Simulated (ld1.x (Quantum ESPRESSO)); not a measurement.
# Cutoff test, Zr, TM

Zr (Z = 40), norm-conserving Troullier–Martins (Kleinman–Bylander form), made with ld1.x (Quantum ESPRESSO) 7.5 (LDA (PZ), scalar-relativistic). Core [Ar] 3d10, reference 4s2 4p6 4d2 5s2 5p0. Waves: 4p (bound): rc 1.50 bohr; 4d (bound): rc 2.50 bohr; 4s (bound): rc 1.50 bohr. Local part: the s channel. Core correction: none.

Occupied shells without a wave of their own: 5s. They enter only through the test configuration that unscreens the potential.

The pseudo-atom Hamiltonian at the reference potential is diagonalised in spherical Bessel functions j_l(qr) that vanish at 20 bohr, with q² up to the cutoff. All-electron valence levels (Ry): 4p -2.3887, 5p -0.1139, 4d -0.2747, 4s -4.0066, 5s -0.3378.

**Question.** How do the lowest levels (Ry) of each channel move with the cutoff, and are there ghosts?

**Answer.**

| cutoff (Ry) | p #1 | p #2 | d #1 | s #1 | s #2 | f #1 | f #2 | Σ f·Δε (mRy) |
| --- | --- | --- | --- | --- | --- | --- | --- | --- |
| 8 | -2.0794 | -0.0885 | -0.1064 | -3.6736 | -0.3218 | 0.1033 | 0.2152 | 2918.1 |
| 15 | -2.3571 | -0.1146 | -0.2287 | -3.7983 | -0.3274 | 0.1033 | 0.2151 | 746.7 |
| 25 | -2.3652 | -0.1166 | -0.2727 | -3.9695 | -0.3456 | 0.1033 | 0.2151 | 231.3 |
| 40 | -2.3845 | -0.1171 | -0.2746 | -3.9917 | -0.3505 | 0.1033 | 0.2151 | 57.5 |
| 50 | -2.3878 | -0.1174 | -0.2746 | -3.9978 | -0.3507 | 0.1033 | 0.2151 | 25.2 |
| 70 | -2.3881 | -0.1174 | -0.2746 | -4.0056 | -0.3514 | 0.1033 | 0.2151 | 6.2 |
| 100 | -2.3887 | -0.1175 | -0.2746 | -4.0061 | -0.3515 | 0.1033 | 0.2151 | 1.1 |
| 140 | -2.3887 | -0.1175 | -0.2746 | -4.0065 | -0.3516 | 0.1033 | 0.2151 | 0.1 |
| 400 | -2.3887 | -0.1175 | -0.2746 | -4.0066 | -0.3516 | 0.1033 | 0.2151 | 0.0 |

Result: no extra level below or beside the all-electron valence levels (p, d, s, f tested); 10 mRy is reached at 70 Ry and 1 mRy at 110 Ry.

Its largest configuration-test error is -909 meV.
